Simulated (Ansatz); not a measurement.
C$_{5}$H$_{2}$BClF$_{6}$O$_{3}$, SMILES `O[B-]1(Cl)OC(C(F)(F)F)=CC(C(F)(F)F)=[O+]1`, relaxed with RKS PBE0-D4/def2-TZVP in the Gaussian-basis code of Ansatz from a PBE-D4/def2-SVP geometry. The force threshold is 0.005 eV/Å; the program also tests the step.

Total charge 0; spin multiplicity 1.

Start:

```xyz
18

O     0.246   -2.322   -1.451
B     0.763   -1.719   -0.310
Cl    2.025   -2.618    0.660
O     1.379   -0.355   -0.723
C     0.791    0.768   -0.534
C     1.493    1.964   -1.194
F     2.795    1.979   -0.869
F     0.934    3.126   -0.798
F     1.382    1.871   -2.532
C    -0.394    0.927    0.193
C    -0.926   -0.232    0.770
C    -2.180   -0.186    1.655
F    -1.861   -0.524    2.916
F    -2.714    1.053    1.666
F    -3.103   -1.046    1.198
O    -0.419   -1.402    0.642
H     0.649   -3.190   -1.619
H    -0.861    1.907    0.330
```

| step | energy (eV) | largest force (eV/Å) | largest move (Å) |
| --- | --- | --- | --- |
| 1 | -40842.5727 | 1.075 | 0.000 |
| 2 | -40842.6680 | 0.350 | 0.024 |
| 3 | -40842.6809 | 0.065 | 0.014 |
| 4 | -40842.6814 | 0.032 | 0.006 |
| 5 | -40842.6821 | 0.031 | 0.017 |
| 6 | -40842.6826 | 0.049 | 0.019 |
| 7 | -40842.6840 | 0.124 | 0.076 |
| 8 | -40842.6853 | 0.095 | 0.018 |
| 9 | -40842.6885 | 0.167 | 0.102 |
| 10 | -40842.6902 | 0.184 | 0.044 |
| 11 | -40842.6923 | 0.195 | 0.071 |
| 12 | -40842.6944 | 0.180 | 0.054 |
| 13 | -40842.6974 | 0.167 | 0.066 |
| 14 | -40842.6994 | 0.107 | 0.055 |
| 15 | -40842.7006 | 0.073 | 0.037 |
| 16 | -40842.7006 | 0.090 | 0.033 |
| 17 | -40842.7015 | 0.035 | 0.015 |
| 18 | -40842.7017 | 0.023 | 0.013 |
| 19 | -40842.7019 | 0.018 | 0.026 |
| 20 | -40842.7021 | 0.041 | 0.041 |
| 21 | -40842.7021 | 0.020 | 0.003 |
| 22 | -40842.7022 | 0.005 | 0.007 |
| 23 | -40842.7022 | 0.004 | 0.012 |
| 24 | -40842.7023 | 0.007 | 0.019 |
| 25 | -40842.7023 | 0.005 | 0.002 |

End:

```xyz
18

O     0.452   -2.618   -1.385
B     0.686   -1.692   -0.396
Cl    1.937   -2.108    0.880
O     1.119   -0.363   -1.027
C     0.735    0.756   -0.582
C     1.423    1.952   -1.241
F     2.736    1.866   -1.081
F     1.005    3.096   -0.706
F     1.149    1.970   -2.540
C    -0.250    0.925    0.374
C    -0.930   -0.226    0.731
C    -2.185   -0.174    1.604
F    -2.029   -0.945    2.671
F    -2.431    1.068    2.012
F    -3.233   -0.606    0.912
O    -0.622   -1.389    0.347
H     0.984   -3.409   -1.297
H    -0.548    1.898    0.724
```

Run time 38 s (10 threads of an AMD EPYC 7R13 on a shared host and a whole NVIDIA H100 80 GB); peak host memory 1.4 GiB.
